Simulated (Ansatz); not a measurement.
Ansatz (a quantum-chemistry and plane-wave program) input (B3LYP-D3(BJ)/def2-TZVP):

Ansatz 0.2 input:
```yaml
crystal:
  periodic: [false, false, false]
  atoms:
    - {symbol: La, position_ang: [-0.01217762, -0.00192532, 0.01337152]}
    - {symbol: I, position_ang: [-0.26639056, 2.31794171, -1.85683736]}
    - {symbol: I, position_ang: [0.24182572, -2.32187822, 1.88364059]}
basis:
  gaussian:
    orbitals: def2-TZVP
hamiltonian:
  xc: b3lyp
  dispersion: d3bj
magnetization: {spin_polarized: true, initial_magnetization: 1}
relax: {f_tol: 0.002, max_steps: 150}
```

Output:

```
Functional definition: B3LYP
integrals: 0.07 GiB planned
1169 factors; their error is unknown
mean field: 0.83 GiB planned
mean field evaluation 1: about -17068.8938 eV, gradient 1.1e1 eV
mean field evaluation 2: about -17068.3230 eV, gradient 1.6e1 eV
mean field evaluation 4: about -17069.8645 eV, gradient 1.3e0 eV
mean field evaluation 8: about -17070.3207 eV, gradient 5.6e-1 eV
mean field evaluation 16: about -17070.3211 eV, gradient 1.4e-4 eV
mean field evaluation 32: about -17070.3211 eV, gradient 5.1e-6 eV
mean field evaluation 64: about -17070.1104 eV, gradient 2.9e0 eV
mean field -17070.32109425 eV, -627.3227295346 hartree, gradient 4.9e-6 eV, S^2 0.750711; 8 other end points of the search recorded, 0 dependent functions left out
the calculation of the forces begins
reference -17070.32132137 eV, -627.3227378809 hartree; 31, 30 occupied and 109, 110 virtual orbitals, 1169 factors
relax step   1: F+E_penalty+E_count = -17070.58547932 eV  Δ(F+E_penalty+E_count) = +0.000e0 eV  max|allowed force component| = 1.547e-1 eV/Å  Δτ_max = 0.0000 Å  (264 SCF iters, accepted)
these checks for a lower state are left out or cut short: starts, cluster_reference, orbital_swaps, neighbouring_geometries, increment
integrals: 0.07 GiB planned
1169 factors; their error is unknown
mean field: 0.83 GiB planned
mean field evaluation 96: about -17070.3269 eV, gradient 1.5e-6 eV
mean field -17070.32687006 eV, -627.3229417915 hartree, gradient 1.5e-6 eV, S^2 0.750716; 0 other end points of the search recorded, 0 dependent functions left out
the calculation of the forces begins
reference -17070.32709750 eV, -627.3229501497 hartree; 31, 30 occupied and 109, 110 virtual orbitals, 1169 factors
relax step   2: F+E_penalty+E_count = -17070.59025832 eV  Δ(F+E_penalty+E_count) = -4.779e-3 eV  max|allowed force component| = 2.350e-2 eV/Å  Δτ_max = 0.0289 Å  (53 SCF iters, accepted)
these checks for a lower state are left out or cut short: starts, cluster_reference, orbital_swaps, neighbouring_geometries, increment
integrals: 0.07 GiB planned
1169 factors; their error is unknown
mean field: 0.83 GiB planned
mean field -17070.32686068 eV, -627.3229414470 hartree, gradient 9.6e-6 eV, S^2 0.750715; 0 other end points of the search recorded, 0 dependent functions left out
the calculation of the forces begins
reference -17070.32708808 eV, -627.3229498036 hartree; 31, 30 occupied and 109, 110 virtual orbitals, 1169 factors
relax step   3: F+E_penalty+E_count = -17070.59037903 eV  Δ(F+E_penalty+E_count) = -1.207e-4 eV  max|allowed force component| = 9.741e-4 eV/Å  Δτ_max = 0.0038 Å  (54 SCF iters, accepted)
these checks for a lower state are left out or cut short: starts, cluster_reference, orbital_swaps, neighbouring_geometries, increment
integrals: 0.07 GiB planned
1169 factors; their error is unknown
mean field: 0.83 GiB planned
mean field -17070.32723539 eV, -627.3229552171 hartree, gradient 2.5e-6 eV, S^2 0.750716; 0 other end points of the search recorded, 0 dependent functions left out
the calculation of the forces begins
reference -17070.32746278 eV, -627.3229635737 hartree; 31, 30 occupied and 109, 110 virtual orbitals, 1169 factors
relax step   4: F+E_penalty+E_count = -17070.59074854 eV  Δ(F+E_penalty+E_count) = -3.695e-4 eV  max|allowed force component| = 1.490e-2 eV/Å  Δτ_max = 0.0327 Å  (57 SCF iters, accepted)
these checks for a lower state are left out or cut short: starts, cluster_reference, orbital_swaps, neighbouring_geometries, increment
integrals: 0.07 GiB planned
1169 factors; their error is unknown
mean field: 0.83 GiB planned
mean field evaluation 128: about -17070.3321 eV, gradient 1.6e-5 eV
mean field -17070.33213014 eV, -627.3231350960 hartree, gradient 7.4e-6 eV, S^2 0.750725; 0 other end points of the search recorded, 0 dependent functions left out
the calculation of the forces begins
reference -17070.33235751 eV, -627.3231434516 hartree; 31, 30 occupied and 109, 110 virtual orbitals, 1169 factors
relax step   5: F+E_penalty+E_count = -17070.59586865 eV  Δ(F+E_penalty+E_count) = -5.120e-3 eV  max|allowed force component| = 5.959e-2 eV/Å  Δτ_max = 0.0932 Å  (61 SCF iters, accepted)
these checks for a lower state are left out or cut short: starts, cluster_reference, orbital_swaps, neighbouring_geometries, increment
integrals: 0.07 GiB planned
1169 factors; their error is unknown
mean field: 0.83 GiB planned
mean field -17070.36196103 eV, -627.3242313608 hartree, gradient 5.9e-6 eV, S^2 0.750790; 0 other end points of the search recorded, 0 dependent functions left out
the calculation of the forces begins
reference -17070.36218837 eV, -627.3242397153 hartree; 31, 30 occupied and 109, 110 virtual orbitals, 1169 factors
relax step   6: F+E_penalty+E_count = -17070.62637361 eV  Δ(F+E_penalty+E_count) = -3.050e-2 eV  max|allowed force component| = 1.244e-1 eV/Å  Δτ_max = 0.2000 Å  (64 SCF iters, accepted)
these checks for a lower state are left out or cut short: starts, cluster_reference, orbital_swaps, neighbouring_geometries, increment
integrals: 0.07 GiB planned
1169 factors; their error is unknown
mean field: 0.83 GiB planned
mean field evaluation 160: about -17070.3993 eV, gradient 9.4e-6 eV
mean field -17070.39927600 eV, -627.3256026607 hartree, gradient 9.8e-6 eV, S^2 0.750894; 0 other end points of the search recorded, 0 dependent functions left out
the calculation of the forces begins
reference -17070.39950345 eV, -627.3256110195 hartree; 31, 30 occupied and 109, 110 virtual orbitals, 1169 factors
relax step   7: F+E_penalty+E_count = -17070.66417327 eV  Δ(F+E_penalty+E_count) = -3.780e-2 eV  max|allowed force component| = 2.316e-1 eV/Å  Δτ_max = 0.1951 Å  (68 SCF iters, accepted)
these checks for a lower state are left out or cut short: starts, cluster_reference, orbital_swaps, neighbouring_geometries, increment
integrals: 0.07 GiB planned
1169 factors; their error is unknown
mean field: 0.83 GiB planned
mean field -17070.45285938 eV, -627.3275718136 hartree, gradient 4.6e-6 eV, S^2 0.750969; 0 other end points of the search recorded, 0 dependent functions left out
the calculation of the forces begins
reference -17070.45308624 eV, -627.3275801506 hartree; 31, 30 occupied and 109, 110 virtual orbitals, 1169 factors
relax step   8: F+E_penalty+E_count = -17070.72083483 eV  Δ(F+E_penalty+E_count) = -5.666e-2 eV  max|allowed force component| = 2.339e-1 eV/Å  Δτ_max = 0.1955 Å  (58 SCF iters, accepted)
these checks for a lower state are left out or cut short: starts, cluster_reference, orbital_swaps, neighbouring_geometries, increment
integrals: 0.07 GiB planned
1169 factors; their error is unknown
mean field: 0.83 GiB planned
mean field -17070.49452833 eV, -627.3291031192 hartree, gradient 1.3e-5 eV, S^2 0.751020; 0 other end points of the search recorded, 0 dependent functions left out
the calculation of the forces begins
reference -17070.49475407 eV, -627.3291114150 hartree; 31, 30 occupied and 109, 110 virtual orbitals, 1169 factors
relax step   9: F+E_penalty+E_count = -17070.76832748 eV  Δ(F+E_penalty+E_count) = -4.749e-2 eV  max|allowed force component| = 2.021e-1 eV/Å  Δτ_max = 0.1969 Å  (54 SCF iters, accepted)
these checks for a lower state are left out or cut short: starts, cluster_reference, orbital_swaps, neighbouring_geometries, increment
integrals: 0.07 GiB planned
1169 factors; their error is unknown
mean field: 0.84 GiB planned
mean field evaluation 192: about -17069.9509 eV, gradient 3.6e0 eV
mean field -17070.50136470 eV, -627.3293543514 hartree, gradient 1.2e-5 eV, S^2 0.751050; 0 other end points of the search recorded, 0 dependent functions left out
the calculation of the forces begins
reference -17070.50158911 eV, -627.3293625982 hartree; 31, 30 occupied and 109, 110 virtual orbitals, 1169 factors
relax step  10: F+E_penalty+E_count = -17070.78290901 eV  Δ(F+E_penalty+E_count) = -1.458e-2 eV  max|allowed force component| = 2.546e-1 eV/Å  Δτ_max = 0.1621 Å  (56 SCF iters, accepted)
these checks for a lower state are left out or cut short: starts, cluster_reference, orbital_swaps, neighbouring_geometries, increment
integrals: 0.07 GiB planned
1169 factors; their error is unknown
mean field: 0.84 GiB planned
mean field -17070.50693874 eV, -627.3295591934 hartree, gradient 2.0e-5 eV, S^2 0.751038; 0 other end points of the search recorded, 0 dependent functions left out
the calculation of the forces begins
reference -17070.50716300 eV, -627.3295674350 hartree; 31, 30 occupied and 109, 110 virtual orbitals, 1169 factors
relax step  11: F+E_penalty+E_count = -17070.78871756 eV  Δ(F+E_penalty+E_count) = -5.809e-3 eV  max|allowed force component| = 9.668e-2 eV/Å  Δτ_max = 0.0217 Å  (52 SCF iters, accepted)
these checks for a lower state are left out or cut short: starts, cluster_reference, orbital_swaps, neighbouring_geometries, increment
integrals: 0.07 GiB planned
1169 factors; their error is unknown
mean field: 0.84 GiB planned
mean field evaluation 224: about -17070.5073 eV, gradient 1.8e-5 eV
mean field -17070.50726934 eV, -627.3295713430 hartree, gradient 1.8e-5 eV, S^2 0.751033; 0 other end points of the search recorded, 0 dependent functions left out
the calculation of the forces begins
reference -17070.50749345 eV, -627.3295795786 hartree; 31, 30 occupied and 109, 110 virtual orbitals, 1169 factors
relax step  12: F+E_penalty+E_count = -17070.78977337 eV  Δ(F+E_penalty+E_count) = -1.056e-3 eV  max|allowed force component| = 2.371e-3 eV/Å  Δτ_max = 0.0098 Å  (51 SCF iters, accepted)
these checks for a lower state are left out or cut short: starts, cluster_reference, orbital_swaps, neighbouring_geometries, increment
integrals: 0.07 GiB planned
1169 factors; their error is unknown
mean field: 0.84 GiB planned
mean field -17070.50714940 eV, -627.3295669352 hartree, gradient 1.6e-5 eV, S^2 0.751034; 0 other end points of the search recorded, 0 dependent functions left out
the calculation of the forces begins
reference -17070.50737349 eV, -627.3295751701 hartree; 31, 30 occupied and 109, 110 virtual orbitals, 1169 factors
relax step  13: F+E_penalty+E_count = -17070.78977684 eV  Δ(F+E_penalty+E_count) = -3.467e-6 eV  max|allowed force component| = 1.889e-4 eV/Å  Δτ_max = 0.0020 Å  (51 SCF iters, accepted)
integrals: 0.07 GiB planned
1169 factors; their error is unknown
mean field: 0.84 GiB planned
mean field evaluation 256: about -17070.5070 eV, gradient 2.7e-2 eV
mean field evaluation 288: about -17070.2260 eV, gradient 2.8e-1 eV
mean field -17070.50714940 eV, -627.3295669352 hartree, gradient 1.3e-5 eV, S^2 0.751034; 9 other end points of the search recorded, 0 dependent functions left out
the calculation of the forces begins
reference -17070.50737349 eV, -627.3295751701 hartree; 31, 30 occupied and 109, 110 virtual orbitals, 1169 factors
Total energy: -17070.79000092 eV, -627.3399615369 hartree
Atom 0 at     1.022776     0.087822    -0.015874 Å, force     0.000189     0.000016    -0.000005 eV/Å
Atom 1 at    -0.745134     1.919463    -1.557149 Å, force    -0.000095    -0.000007     0.000001 eV/Å
Atom 2 at    -0.314384    -2.013147     1.613198 Å, force    -0.000095    -0.000010     0.000004 eV/Å
Dipole moment:     1.072792     0.093052    -0.030333 e Å
```

The spin state was set by rule; other spins were not relaxed.
